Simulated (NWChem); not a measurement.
Molecule: C₃H₂FN; SMILES N#C/C=C/F

```xyz
7

N     -0.2280    -2.5310     0.0000
C      0.0957    -1.4171     0.0000
C      0.5114    -0.0573     0.0000
C     -0.3779     0.9418     0.0000
F      0.0024     2.1998     0.0000
H      1.5829     0.1627     0.0000
H     -1.4645     0.8104     0.0000
```
Atoms are numbered in this order, from 1.

Level: PBE0/def2-SVP (NWChem), optimised geometry, unscaled harmonic frequencies. 

| frequency (cm⁻¹) | IR intensity (km/mol) |
|---|---|
| 178 | 9.9 |
| 206 | 8.3 |
| 452 | 4.7 |
| 535 | 0.6 |
| 556 | 3.7 |
| 848 | 30.6 |
| 956 | 31.6 |
| 1052 | 1.8 |
| 1242 | 124.4 |
| 1258 | 61.6 |
| 1335 | 0.2 |
| 1757 | 150.9 |
| 2396 | 26.7 |
| 3219 | 8.7 |
| 3231 | 2.4 |

- zero-point energy = 27.5 kcal/mol
- thermal correction to the enthalpy at 298.15 K (with zero-point energy) = 31.1 kcal/mol
- heat capacity Cv = 15.2 cal/(mol K)
- entropy at 298.15 K and 1 atm (symmetry number 1) = 70.1 cal/(mol K)
- dipole moment = 2.87 D

Rigid rotor and harmonic oscillator.
